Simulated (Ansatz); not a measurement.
Basis sets compared for Be₄O₃⁺. Total charge 1; doublet. Geometry PBE0-D4/def2-SVP. Ansatz on 4 threads of Arm Neoverse V2 on a shared host; times are rough, and most runs start from earlier orbitals.

Cartesian coordinates in Å:
```
Be -0.250 -1.364 0.264
Be -0.797 -4.099 0.780
Be 0.773 4.102 -0.788
Be 0.264 1.362 -0.259
O -0.523 -2.755 0.527
O 0.011 -0.001 0.003
O 0.523 2.755 -0.527
```

At PBE-D4/def2-SVP, PBE-D4/def2-TZVP the gap within one spin of the charge 1 doublet nearly closes, so an electron or hole may be smeared out by delocalisation error. Another isomer (doublet) lies 0.81 eV lower at PBE0-D4/def2-TZVP; other spin states weren't run for this one.

```json
{"level": "HF/STO-3G", "functions": "35", "energy (Eh)": "-279.4819", "HOMO (eV)": "-9.12", "LUMO (eV)": "-5.73", "wall time": "0.25 s"}
{"level": "PBE-D4/def2-SVP", "functions": "78", "energy (Eh)": "-284.0798", "HOMO (eV)": "-9.19", "LUMO (eV)": "-9.19", "wall time": "1 s"}
{"level": "PBE0-D4/def2-SVP", "functions": "78", "energy (Eh)": "-284.0775", "HOMO (eV)": "-9.38", "LUMO (eV)": "-9.02", "wall time": "1.3 s"}
```

(1) Estimate the rows for HF/def2-TZVP, PBE-D4/def2-TZVP (with forces), PBE0-D4/def2-TZVP.

Results:

(1) 
```tsv
level	functions	energy (Eh)	HOMO (eV)	LUMO (eV)	wall time
HF/def2-TZVP	169	-283.2859	-10.06	-7.53	1.4 s
PBE-D4/def2-TZVP (with forces)	169	-284.4267	-9.20	-9.19	2.2 s
PBE0-D4/def2-TZVP	169	-284.4270	-9.39	-9.02	2.5 s
```
